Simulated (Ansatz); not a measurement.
Molecule: C$_{2}$H$_{2}$F$_{2}$ (charge 0, singlet). 
Geometry from a B3LYP-D3(BJ)/def2-TZVP (Ansatz, a first-principles code) optimisation:
SMILES: F/C=C/F
```xyz
6

F      1.6237    -0.7088     0.0066
C      0.6296     0.1973    -0.0125
C     -0.6296    -0.1973     0.0125
F     -1.6237     0.7088    -0.0066
H      0.9618     1.2250    -0.0485
H     -0.9618    -1.2250     0.0485
```

Computed values are from Ansatz. Correlated levels leave the core frozen unless marked. Open shells are spin-unrestricted. Spin-orbit coupling is left out. No relativistic terms. Basis-set limits of correlation are two-point, X^-3; Hartree-Fock from the larger set. [CCSD(T)-MP2]/basis is that difference in the basis named.

Q: What is the total energy at RI-MP2/CBS(aug-cc-pVTZ,aug-cc-pVQZ)+[CCSD(T)-MP2]/aug-cc-pVTZ?

A: -276.8339 Eh.

Q: What is the dipole moment at CCSD(T)/aug-cc-pVDZ?

A: 0.00 D.

Q: What is the T1 diagnostic at CCSD/aug-cc-pVTZ?

A: 0.013.

Q: What is the atomisation energy De at RI-MP2/CBS(aug-cc-pVTZ,aug-cc-pVQZ)+[CCSD(T)-MP2]/aug-cc-pVTZ?

A: 2405.9 kJ/mol.
